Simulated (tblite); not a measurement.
Problem. Write Cartesian coordinates for `Cc1cc(-c2ccncc2)c2cccccc1-2` as optimised with GFN2-xTB.

Solution. 
```xyz
30
C16H13N angstrom
C      1.9843   -3.0473   -0.4689
C      1.1663   -1.8131   -0.2905
C     -0.2179   -1.7411   -0.3650
C     -0.6570   -0.4302   -0.1216
C     -2.0527   -0.0271   -0.0874
C     -2.9669   -0.5424   -1.0105
C     -4.2902   -0.1492   -0.9373
N     -4.7559    0.6976   -0.0325
C     -3.8972    1.1788    0.8518
C     -2.5532    0.8523    0.8764
C      0.4784    0.3755    0.0851
C      0.4897    1.7501    0.2238
C      1.5723    2.5954    0.4263
C      2.9180    2.2762    0.5424
C      3.5491    1.0466    0.4291
C      2.9865   -0.1941    0.1594
C      1.6568   -0.5253   -0.0068
H      2.5442   -3.2762    0.4384
H      2.6976   -2.9254   -1.2844
H      1.3405   -3.8928   -0.6978
H     -0.8696   -2.5770   -0.5518
H     -2.6373   -1.2242   -1.7799
H     -5.0215   -0.5271   -1.6410
H     -4.3153    1.8603    1.5822
H     -1.9089    1.2475    1.6470
H     -0.4780    2.2347    0.1623
H      1.3331    3.6481    0.5147
H      3.5750    3.1169    0.7343
H      4.6259    1.0590    0.5458
H      3.6859   -1.0179    0.0730
```

Orientation and origin are arbitrary. Atoms count from 1 in this order. The 6-membered ring C5–C6–C7–N8–C9–C10 has internal angles of 117.0° to 123.8°; it is planar, 0.00 Å rms from its mean plane, widest ring torsion 1°. The 7-membered ring C11–C12–C13–C14–C15–C16–C17 has internal angles of 127.1° to 129.7° (sum 900°, against 900° for a flat polygon); it is almost planar, 0.03 Å rms from its mean plane, widest ring torsion 7°. Of the pairs four or more bonds apart, C10···H26 is among the closest relative to their van der Waals radii: 2.59 Å, 89 % of the sum of Bondi's values. The C–C distances run from 1.380 Å (C16–C17, aromatic) to 1.491 Å (C1–C2, drawn single), a spread of 0.111 Å.

Bonds between heavy atoms (Å): C1–C2 1.491, C2–C3 1.388, C3–C4 1.404, C4–C5 1.453, C5–C6 1.398, C6–C7 1.382, C7–N8 1.324, N8–C9 1.323, C9–C10 1.383, C4–C11 1.407, C11–C12 1.382, C12–C13 1.388, C13–C14 1.388, C14–C15 1.387, C15–C16 1.389, C16–C17 1.380, C2–C17 1.407, C5–C10 1.397, C11–C17 1.486.

Computed geometry: GFN2-xTB, gas phase.

Point group: C1 (no symmetry element, even within 0.4 Å). Its GFN2-xTB frequencies are all real (lowest 51 cm⁻¹). The numbers are those of one conformer (C3–C4–C5–C6 -40°).
